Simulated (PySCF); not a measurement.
CCl3NOSi. Atoms are numbered in the order given.

```xyz
7

O      0.0000     0.0000     3.7357
C      0.0000     0.0000     2.5736
N      0.0000     0.0000     1.3736
Si     0.0000     0.0000    -0.3133
Cl     1.6624     0.9598    -0.9913
Cl    -1.6624     0.9598    -0.9913
Cl     0.0000    -1.9196    -0.9913
```
Charge 0, spin multiplicity 1.

Geometry: PBE0-D3(BJ)/def2-SVP. Other conformers were not sampled.

These are PBE0/pcSseg-1 run with PySCF values and carry that method's errors.

GIAO shieldings, no solvent; atoms alike by connectivity are averaged. δ = σ(ref) − σ: ¹⁷O against H2O (σ = 334.2 ppm); ¹³C against TMS (σ = 186.3 ppm); ¹⁵N against NH3 (σ = 267.4 ppm); ²⁹Si against TMS (σ = 352.7 ppm); ³⁵Cl against HCl (σ = 945.9 ppm), references at their B3LYP-D3(BJ)/def2-TZVP geometries, non-relativistic (without spin–orbit terms, shifts of atoms bonded to Cl or Br come out too high).

Problem. Estimate the chemical shifts. (An estimate is asked for; the answer gives what the named calculation found.)

Solution. 
```
nucleus          atoms  count  δ (ppm)
-------  -------------  -----  -------
¹⁷O                 O1      1    157.4
¹³C                 C2      1    125.5
¹⁵N                 N3      1     63.7
²⁹Si               Si4      1    -29.4
³⁵Cl     Cl5, Cl6, Cl7      3    165.1
```
